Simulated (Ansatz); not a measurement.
Saddle point of BH$_{2}$ClF$_{2}$, closed shell (BClF₂ ([F][B]([F])[Cl]) + H₂ → BHF₂ ([F][BH][F]) + HCl; bonds formed: B1–H6, Cl2–H5; bonds broken: B1–Cl2, H5–H6), PBE0-D4/def2-TZVP structure:

| atom | x (Å) | y (Å) | z (Å) |
| --- | --- | --- | --- |
| B1 | -0.0912 | -0.1241 | -0.4135 |
| Cl2 | 0.1789 | 1.4628 | 0.9443 |
| F3 | 0.8904 | -0.0939 | -1.2988 |
| F4 | -1.3596 | -0.1497 | -0.7860 |
| H5 | 0.2348 | -0.0831 | 1.0212 |
| H6 | 0.1466 | -1.0121 | 0.5329 |

Energies are electronic, without zero-point energy. Barriers and step energies count from the start structure reached by relaxing down the imaginary mode; all methods use the PBE0-D4 structures, on which another method's saddle can fall below an end. Computed with Ansatz 0.2.0 (basis: def2-TZVPP, with def2-QZVPP for the basis limit); correlated methods freeze the cores. B3LYP uses VWN-RPA correlation. Extrapolation: Hartree–Fock as exp(−7.88 √X), correlation as X^−2.97.

```tsv
method	barrier (kJ/mol)	step energy (kJ/mol)
SPW92	103.9	54.4
PBE-D4	139.0	53.7
BLYP-D4	?	49.8
r2SCAN-D4	152.1	57.3
B97M-V	166.7	55.9
PBE0-D4	152.8	51.1
B3LYP-D4	?	47.5
r2SCAN0-D4	161.4	54.0
BHLYP-D4	186.3	44.3
CAM-B3LYP-D4	172.5	45.0
wB97X-V	174.4	48.4
wB97M-V	?	50.0
B2PLYP	176.1	47.4
PBE-QIDH	168.3	50.7
RPA on PBE	180.7	43.7
HF	233.6	36.6
MP2	178.9	52.5
CCSD	188.6	43.3
CCSD(T)	180.5	46.8
```

(1) Fill in the withheld barriers. (Judge from chemistry; the value comes from the calculation.)

No T1 diagnostic of these runs exceeds 0.013. The start structure is not quite a true minimum (one mode of 27i cm⁻¹). The end structure is not quite a true minimum (one mode of 61i cm⁻¹).

Results:

(1) Computed: B3LYP-D4 169.5; BLYP-D4 161.3; wB97M-V 172.4 kJ/mol. Each is the energy of the saddle less that of the start structure, by the same method.

For comparison, the barrier by CCSD(T) at an estimated basis limit (MP2 extrapolated from triple and quadruple zeta, plus CCSD(T) − MP2 in triple zeta) is 178.4 kJ/mol.

Labels in which every atom is bracketed show which atoms are joined, not bond orders.

For scale, one of the runs: CCSD(T)/def2-TZVPP, 163 basis functions, launched by `ansatz run in.yaml --threads 2 --pin off --events-out ev --progress --plain --max-ram 4352MiB`. Time: 36 s of wall clock on 2 CPU threads of an AMD EPYC 7R43; the host was shared. Peak host memory: 1.3 GiB.
